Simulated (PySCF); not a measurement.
HI, charge +1, doublet, at a GFN2-xTB geometry (a state made from the parent by changing its charge; the spin is typed, not shown lowest) (core potentials on I). Base run: HF/def2-TZVP (PySCF).

Input for PySCF:
```python
from pyscf import gto, scf, solvent

mol = gto.M(
    atom='''
I    -0.000000   -0.000000   -0.030036
H     0.000000    0.000000    1.591929
''',
    basis='def2-tzvp',
    ecp={'I': 'def2-tzvp'},
    charge=1,
    spin=1,
    verbose=4,
)

mf = scf.UHF(mol)
mf.kernel()
mf.analyze()
```

Each row names what was changed in the base input (with any setting that the change needs).

| change | ΔE vs base (kJ/mol) |
|---|---|
| base | 0.00 |
| model = ddCOSMO; solvent = toluene | -163.7 |
| model = COSMO; solvent = toluene | -144.1 |
| model = IEF-PCM; solvent = dichloromethane | -267.8 |
| model = SS(V)PE; solvent = toluene | -172.6 |
| model = IEF-PCM; solvent = toluene | -174.0 |
| model = IEF-PCM; solvent = toluene; lebedev_order = 41 | -173.8 |
| model = IEF-PCM; solvent = n-hexane | -140.7 |
| model = IEF-PCM; solvent = toluene; lebedev_order = 11 | -174.3 |
| model = IEF-PCM; solvent = toluene; vdw_scale = 1.0 | -219.5 |
| model = IEF-PCM; solvent = toluene; r_probe = 0.5 | -140.1 |
| model = IEF-PCM; solvent = toluene; vdw_scale = 1.1 | -192.9 |

The base is the gas phase, so ΔE is the electrostatic part of solvation at a fixed geometry, without cavity and dispersion terms.

Open shells are given as the SCF converged; they aren't shown to be the lowest states, and a large step between rows can be another state.
